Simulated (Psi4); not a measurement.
C₂H₆BeBrN (SMILES C[N](C)[Be][Br]), singlet, at a GFN2-xTB geometry (such geometries of metal compounds can be far from the true shape); CAM-B3LYP/3-21G (Psi4).

Input for Psi4:
```
memory 2 GB

molecule {
0 1
Be   -0.13070772   -0.14135308    0.12321156
Br    0.98821033    1.06869418   -0.93153591
N    -0.99106834   -1.07178496    0.93423002
C    -1.85135221   -0.66426279    2.02701541
C    -1.07887683   -2.50461597    0.73516335
H    -2.89359277   -0.92517776    1.81254792
H    -1.55613762   -1.16589463    2.95521376
H    -1.78422345    0.41048890    2.17485318
H    -0.77057856   -3.03741853    1.64148114
H    -2.10803371   -2.79670165    0.49881530
H    -0.43311189   -2.80841301   -0.08468326
}

set {
  basis 3-21g
}

energy('cam-b3lyp')
print_variables()
```

What the program printed (banner, timings and long lists left out):

```
   => Loading Basis Set <=

    Name: 3-21G
    Role: ORBITAL
    Keyword: BASIS

         ---------------------------------------------------------
                                   SCF
               by Justin Turney, Rob Parrish, Andy Simmonett
                          and Daniel G. A. Smith
                              RKS Reference
         ---------------------------------------------------------

  ==> Geometry <==

    Molecular point group: c1
    Full point group: C1

    Geometry (in Angstrom), charge = 0, multiplicity = 1:

       Center              X                  Y                   Z               Mass
    ------------   -----------------  -----------------  -----------------  -----------------
         BE          -0.268219120142    -0.290063964946     0.252836601506     9.012183065000
         BR           0.850698929858     0.919983295054    -0.801910868494    78.918337600000
         N           -1.128579740142    -1.220495844946     1.063855061506    14.003074004430
         C           -1.988863610142    -0.812973674946     2.156640451506    12.000000000000
         C           -1.216388230142    -2.653326854946     0.864788391506    12.000000000000
         H           -3.031104170142    -1.073888644946     1.942172961506     1.007825032230
         H           -1.693649020142    -1.314605514946     3.084838801506     1.007825032230
         H           -1.921734850142     0.261778015054     2.304478221506     1.007825032230
         H           -0.908089960142    -3.186129414946     1.771106181506     1.007825032230
         H           -2.245545110142    -2.945412534946     0.628440341506     1.007825032230
         H           -0.570623290142    -2.957123894946     0.044941781506     1.007825032230

  Running in c1 symmetry.

  Rotational constants: A =      0.32608  B =      0.03510  C =      0.03207 [cm^-1]
  Rotational constants: A =   9775.74303  B =   1052.29521  C =    961.51570 [MHz]
  Nuclear repulsion =  248.797112977419346

  Charge       = 0
  Multiplicity = 1
  Electrons    = 64
  Nalpha       = 32
  Nbeta        = 32

  ==> Algorithm <==

  SCF Algorithm Type is DF.
  DIIS enabled.
  MOM disabled.
  Fractional occupation disabled.
  Guess Type is SAD.
  Energy threshold   = 1.00e-06
  Density threshold  = 1.00e-06
  Integral threshold = 1.00e-12

  ==> Primary Basis <==

  Basis Set: 3-21G
    Blend: 3-21G
    Number of shells: 42
    Number of basis functions: 71
    Number of Cartesian functions: 71
    Spherical Harmonics?: false
    Max angular momentum: 2

  ==> DFT Potential <==

   => LibXC <=

    Version 7.1.2
    S. Lehtola, C. Steigemann, M. J. T. Oliveira, and M. A. L. Marques,  SoftwareX 7, 1–5 (2018) (10.1016/j.softx.2017.11.002)

   => Composite Functional: CAM-B3LYP <=

    CAM-B3LYP Hyb-GGA Exchange-Correlation Functional

    T. Yanai, D. P. Tew, and N. C. Handy,  Chem. Phys. Lett. 393, 51 (2004) (10.1016/j.cplett.2004.06.011)

    Deriv               =              1
    GGA                 =           TRUE
    Meta                =          FALSE

    Exchange Hybrid     =           TRUE
    MP2 Hybrid          =          FALSE

   => Exchange Functionals <=

    0.3500         Becke 88 [omega = 0.3300]
    0.4600   Short-range recipe for B88 functional - erf [omega = 0.3300]

   => Exact (HF) Exchange <=

    0.4600            HF,LR [omega = 0.3300]
    0.1900               HF

   => Correlation Functionals <=

    0.1900   Vosko, Wilk & Nusair (VWN5)
    0.8100   Lee, Yang & Parr

   => LibXC Density Thresholds  <==

    XC_HYB_GGA_XC_CAM_B3LYP:  1.00E-14

   => Molecular Quadrature <=

    Radial Scheme          =       TREUTLER
    Pruning Scheme         =           NONE
    Nuclear Scheme         =       TREUTLER

    Blocking Scheme        =         OCTREE
    BS radius alpha        =              1
    Pruning alpha          =              1
    Radial Points          =             75
    Spherical Points       =            302
    Total Points           =         234081
    Total Blocks           =           1813
    Max Points             =            256
    Max Functions          =             62
    Weights Tolerance      =       1.00E-15

   => Loading Basis Set <=

    Name: (3-21G AUX)
    Role: JKFIT
    Keyword: DF_BASIS_SCF

  ==> Integral Setup <==

  SCF_SUBTYPE=INCORE selected. In-core MEM_DF algorithm will be used.
  Using in-core AOs.

  ==> MemDFJK: Density-Fitted J/K Matrices <==

    J tasked:                   Yes
    K tasked:                   Yes
    wK tasked:                  Yes
    Omega:                3.300E-01
    Algorithm:                 Core
    Schwarz Cutoff:           1E-12
    Mask sparsity (%):      13.1323
    Fitting Condition:        1E-10

   => Auxiliary Basis Set <=

  Basis Set: (3-21G AUX)
    Blend: DEF2-UNIVERSAL-JKFIT
    Number of shells: 188
    Number of basis functions: 822
    Number of Cartesian functions: 822
    Spherical Harmonics?: false
    Max angular momentum: 5

  Minimum eigenvalue in the overlap matrix is 4.3210578520E-03.
  Reciprocal condition number of the overlap matrix is 9.0685795847E-04.
    Using symmetric orthogonalization.

  ==> Pre-Iterations <==

  SCF Guess: Superposition of Atomic Densities via on-the-fly atomic UHF (no occupation information).

   -------------------------
    Irrep   Nso     Nmo
   -------------------------
     A         71      71
   -------------------------
    Total      71      71
   -------------------------

  ==> Iterations <==

                           Total Energy        Delta E     RMS |[F,P]|

   @DF-RKS iter SAD: -2708.41161553569736   -2.70841e+03   0.00000e+00
   @DF-RKS iter   1: -2710.13340577390272   -1.72179e+00   1.07721e-02 DIIS/ADIIS
   @DF-RKS iter   2: -2710.15020322386908   -1.67974e-02   1.03046e-02 DIIS/ADIIS
   @DF-RKS iter   3: -2710.39649826275627   -2.46295e-01   1.97756e-03 DIIS/ADIIS
   @DF-RKS iter   4: -2710.40479560452377   -8.29734e-03   3.83667e-04 DIIS/ADIIS
   @DF-RKS iter   5: -2710.40516878864446   -3.73184e-04   7.69600e-05 DIIS
   @DF-RKS iter   6: -2710.40518363143019   -1.48428e-05   1.94833e-05 DIIS
   @DF-RKS iter   7: -2710.40518478789545   -1.15647e-06   4.18893e-06 DIIS
   @DF-RKS iter   8: -2710.40518485189841   -6.40030e-08   2.99978e-07 DIIS
  Energy and wave function converged.

  ==> Post-Iterations <==

   Electrons on quadrature grid:
      Ntotal   =   64.0000409614 ; deviation = 4.096e-05

    Orbital Energies [Eh]
    ---------------------

    Doubly Occupied:

       1A   -479.581783     2A    -62.130103     3A    -55.734200
       4A    -55.732606     5A    -55.732320     6A    -14.306039
       7A    -10.218305     8A    -10.217859     9A     -8.659303
      10A     -6.449524    11A     -6.443479    12A     -6.442522
      13A     -4.077921    14A     -2.545707    15A     -2.542444
      16A     -2.541687    17A     -2.536999    18A     -2.536968
      19A     -0.976456    20A     -0.831583    21A     -0.789958
      22A     -0.691797    23A     -0.551869    24A     -0.526988
      25A     -0.514580    26A     -0.459083    27A     -0.435814
      28A     -0.417270    29A     -0.408576    30A     -0.350089
      31A     -0.347904    32A     -0.275905

    Virtual:

      33A      0.056284    34A      0.072139    35A      0.091692
      36A      0.168183    37A      0.218521    38A      0.239058
      39A      0.244219    40A      0.250380    41A      0.258907
      42A      0.266521    43A      0.297290    44A      0.323197
      45A      0.347211    46A      0.418416    47A      0.450669
      48A      0.671762    49A      0.733871    50A      0.735083
      51A      0.739699    52A      0.798769    53A      0.821342
      54A      0.821767    55A      0.865782    56A      0.873861
      57A      0.993278    58A      1.019669    59A      1.059904
      60A      1.116038    61A      1.129154    62A      1.143463
      63A      1.156612    64A      1.237027    65A      1.370913
      66A      1.609785    67A      1.684171    68A      1.786365
      69A      2.020695    70A      2.720446    71A     25.107448

    Final Occupation by Irrep:
              A
    DOCC [    32 ]
    NA   [    32 ]
    NB   [    32 ]

  @DF-RKS Final Energy: -2710.40518485189841

   => Energetics <=

    Nuclear Repulsion Energy =            248.7971129774193457
    One-Electron Energy =               -4265.8275122551085587
    Two-Electron Energy =                1394.6377553440056545
    DFT Exchange-Correlation Energy =     -88.0125409182145120
    Empirical Dispersion Energy =           0.0000000000000000
    VV10 Nonlocal Energy =                  0.0000000000000000
    Total Energy =                      -2710.4051848518984116

Computation Completed

Properties will be evaluated at   0.000000,   0.000000,   0.000000 [a0]

Properties computed using the SCF density matrix

 Multipole Moments:

 ------------------------------------------------------------------------------------
     Multipole            Electronic (a.u.)      Nuclear  (a.u.)        Total (a.u.)
 ------------------------------------------------------------------------------------

 L = 1.  Multiply by 2.5417464519 to convert [e a0] to [Debye]
 Dipole X            :         16.0534367          -16.6309686           -0.5775319
 Dipole Y            :         17.3608936          -17.9854620           -0.6245684
 Dipole Z            :        -15.1327631           15.6771732            0.5444101
 Magnitude           :                                                    1.0099560

 ------------------------------------------------------------------------------------

  Variable Map:
  ----------------------------------------------------------------------------
  "CURRENT ENERGY"              =>   -2710.405184851898
  "CURRENT REFERENCE ENERGY"    =>   -2710.405184851898
  "DD SOLVATION ENERGY"         =>       0.000000000000
  "DFT FUNCTIONAL TOTAL ENERGY" =>   -2710.405184851898
  "DFT TOTAL ENERGY"            =>   -2710.405184851898
  "DFT VV10 ENERGY"             =>       0.000000000000
  "DFT XC ENERGY"               =>     -88.012540918215
  "GRID ELECTRONS ALPHA"        =>      32.000020480688
  "GRID ELECTRONS BETA"         =>      32.000020480688
  "GRID ELECTRONS TOTAL"        =>      64.000040961376
  "NUCLEAR REPULSION ENERGY"    =>     248.797112977419
  "ONE-ELECTRON ENERGY"         =>   -4265.827512255109
  "PCM POLARIZATION ENERGY"     =>       0.000000000000
  "PE ENERGY"                   =>       0.000000000000
  "SCF ITERATION ENERGY"        =>   -2710.405184851898
  "SCF ITERATIONS"              =>       8.000000000000
  "SCF TOTAL ENERGY"            =>   -2710.405184851898
  "TWO-ELECTRON ENERGY"         =>    1394.637755344006
  "XC GRID RADIAL POINTS"       =>      75.000000000000
  "XC GRID SPHERICAL POINTS"    =>     302.000000000000
  "XC GRID TOTAL POINTS"        =>  234081.000000000000

  Array Variable Map:
  ----------------------------------------------------------------------------
  "CURRENT DIPOLE"              =>      -0.577531869729 ... 0.544410081507 1 by 3
  "SCF DIPOLE"                  =>      -0.577531869729 ... 0.544410081507 1 by 3
  "SCF TOTAL ENERGIES"          =>   -2708.411615535697 ... -2710.405184851898 1 by 9
```
